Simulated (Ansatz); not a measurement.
Ansatz (an electronic-structure program) input:

Ansatz 0.2 input:
```yaml
crystal:
  periodic: [false, false, false]
  atoms:
    - {symbol: Si, position_ang: [-0.01744499, -0.55019002, 0.24289773]}
    - {symbol: F, position_ang: [-0.17163035, -1.47494125, -1.04826972]}
    - {symbol: Cl, position_ang: [-1.62755512, 0.72474828, 0.30091568]}
    - {symbol: Cl, position_ang: [1.73278471, 0.50920063, 0.05401721]}
basis:
  gaussian:
    orbitals: def2-TZVP
hamiltonian:
  xc: {name: PBE0}
magnetization: {spin_polarized: true, initial_magnetization: 1}
```

**Question.** What final total energy does it print?

**Answer.** -1309.42282 Eh (PBE0/def2-TZVP). The basis has 142 functions.

It need not be the lowest isomer of its formula.
